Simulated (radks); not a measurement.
Task: Neutral bismuth, [Hg] 6p3. Calculated with a radial shooting solver on a logarithmic mesh with Libxc functionals: non-relativistic Kohn-Sham, exchange-only LDA, spin-polarised, spherical densities, point nucleus. Every spin shell is full or empty, so the densities are truly spherical. Functionals are evaluated on that one density, not self-consistently. Rank these exchange functionals by their error against the exact value of the orbitals, and give that value: LDA, PBE, WC, SOGGA, G96, APBE, SCAN, r2SCAN, TASK.

Result: Exact: -365.945 hartree. From best to worst, with 100 (|E| - |E exact|)/|E exact| (equal figures are ties): SCAN +0.04, r2SCAN -0.20, APBE +0.23, PBE -0.35, G96 +0.45, WC -0.62, SOGGA -1.79, TASK -1.80, LDA -3.75.
